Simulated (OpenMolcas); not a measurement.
Pd2+: ligand-field states by method

Pd2+ with its 6 nearest fluoride ions at 2.12 Å, on the Zn site of KZnF3 (a = 4.054 Å, distance in the model lattice 2.027 Å). The rest of the host is ab initio model potentials to 7.6 Å, with orthogonalisation functions on the cations behind the ligands, and point charges beyond; the distance is set by hand and nothing relaxes. Ligand basis ANO-RCC-VDZP.

* Program: OpenMolcas 26.06
* Basis: ANO-RCC-VTZP [7s6p4d2f1g]
* Scalar Hamiltonian: DKH2, point nucleus
* Active space: 8 electrons in 5 orbitals (4d)
* State averaging: 2S+1 = 3 even, 10 roots; 2S+1 = 1 even, 15 roots
* Spin-orbit coupling: RASSI with atomic mean-field integrals over the reference wave functions

I. CASSCF
II. SS-CASPT2, IPEA 0.25 Eh, imaginary shift 0.1 Eh (closed shells correlated: 4s 4p and the ligand valence shells)

Spin-free states (labels of O, the rotations of Oh) in cm-1, each column counted from its own energy of the first state listed:

| State | Degeneracy | I | II |
| --- | --- | --- | --- |
| 3A2 | 1 | 0 | 0 |
| 3T2 | 3 | 12923 | 15190 |
| 1E | 2 | 13908 | 9410 |
| 3T1 | 3 | 20182 | 21280 |
| 1A1 | 1 | 23723 | 17970 |
| 1T2 | 3 | 26417 | 24940 |
| 1T1 | 3 | 30538 | 28350 |
| 3T1 | 3 | 31962 | 32370 |
| 1E | 2 | 41327 | 42200 |
| 1T2 | 3 | 41662 | 42310 |
| 1A1 | 1 | 64100 | 58610 |

From I to II, I's first state of the same spin (3T2) moves from 12923 to 15190 cm-1, by about +2300 cm-1.

From I to II, I's first state of another spin (1E) moves from 13908 to 9410 cm-1, by about -4500 cm-1.

I: A least-squares ligand-field fit to the states below 45000 cm-1, each weighted by its degeneracy and with a free common offset, gives 10Dq = 12948 cm-1, B = 887 cm-1 and C = 3541 cm-1 (C/B = 3.99), with an rms deviation of 62 cm-1. The same method and metal basis give the free ion B = 953 cm-1 (fit to its terms below 60000 cm-1, rms deviation 8 cm-1), so the nephelauxetic ratio is β = 887 / 953 = 0.93; it hangs on how both fits weigh the states, and computed free-ion B values tend to be too large, so β mixes covalency with correlation.

χT at 300 K: I 1.42, II 1.36 cm3 K/mol.

Roots that are degenerate in the reference are averaged as groups; the widest CASPT2 spread within a group is 29 cm-1 (the 3-fold group of multiplicity 3 near 15200 cm-1 above the lowest state of its run, II). Shifts and gaps below about the spread of the groups concerned are not significant. Over all roots computed the reference weight is 0.72 to 0.73 in II; a low but even weight reflects the number of correlated electrons. Real 4d8 and 5d8 ions are as a rule square planar and diamagnetic. Ligand-to-metal charge-transfer states are missing. With no ligand orbital active B as a rule stays too high, so bands that hang on it stand too high and its fall with covalency is understated. Without dynamic correlation the repulsion within the d shell is too large (B by tens of per cent), so at a given field states of lower spin stand too high (holds for I). With metal d orbitals alone the field can be off either way by tens of per cent (holds for I). With one d shell and no ligand orbital active, 10Dq can be off by a tenth or more (holds for II). No measured value stands beside these numbers; the geometry was set by hand and not optimised.
